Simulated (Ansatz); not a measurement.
C2H6N (SMILES C=[NH+]C), charge +1, singlet, at a GFN2-xTB geometry, atoms displaced at random by about 0.02 Å a coordinate. Base run: PBE0/STO-3G (Ansatz, a program for electronic structure).

Here is a job for Ansatz.
Ansatz 0.2 input:
```yaml
crystal:
  periodic: [false, false, false]
  atoms:
    - {symbol: C, position_ang: [1.17927707, 0.21773543, -0.27119127]}
    - {symbol: N, position_ang: [0.17388774, -0.27126441, 0.31583640]}
    - {symbol: C, position_ang: [-1.22699635, 0.06064350, -0.06320630]}
    - {symbol: H, position_ang: [1.13709714, 0.93810590, -1.06103521]}
    - {symbol: H, position_ang: [2.19559714, -0.10834003, 0.03547725]}
    - {symbol: H, position_ang: [0.24951521, -0.89638029, 1.08338902]}
    - {symbol: H, position_ang: [-1.71651941, 0.45998003, 0.80123681]}
    - {symbol: H, position_ang: [-1.23497254, 0.81413139, -0.87925933]}
    - {symbol: H, position_ang: [-1.75257942, -0.86598458, -0.32732932]}
basis:
  gaussian:
    orbitals: STO-3G
hamiltonian:
  xc: pbe0
total_charge: 1
relax: {}
```

Variants of this job, named by their change:

```tsv
change	ΔE vs base (kcal/mol)	optimiser steps
base	0.000	8
relax = f_tol: 0.002	0.000	11
relax = f_tol: 0.1	0.002	6
relax = max_displacement: 0.5	0.000	8
relax = f_tol: 0.0005	0.000	13
relax = escape_saddle: false	0.000	8
relax = f_tol: 0.05	0.000	7
```
